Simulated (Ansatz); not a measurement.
Job for Ansatz (a quantum-chemistry and plane-wave program): U-CCSD(T)/aug-cc-pVTZ on CF2 (SMILES F[C]F), 2S+1 = 3, atoms moved off the minimum.

Ansatz 0.2 input:
```yaml
crystal:
  periodic: [false, false, false]
  atoms:
    - {symbol: F, position_ang: [-1.17681698, -0.17728408, 0.09436627]}
    - {symbol: C, position_ang: [-0.09090047, 0.42173917, -0.01925497]}
    - {symbol: F, position_ang: [1.21921929, -0.13054312, 0.02928776]}
basis:
  gaussian:
    orbitals: aug-cc-pVTZ
magnetization: {spin_polarized: true, initial_magnetization: 2}
correlation: {method: ccsd_t, electrons: outside_noble_gas}
scf: {omitted_lower_state_checks: [cluster_reference]}
output: {forces: true}
```

Question: What total energy does the run end on?

Answer: -237.3355 hartree (reference determinant -236.6908, T1 diagnostic 0.018).

Question: How many basis functions does it have, and what does it roughly cost on one machine?

Answer: 138 functions; about 10 core-minutes (a rough figure).
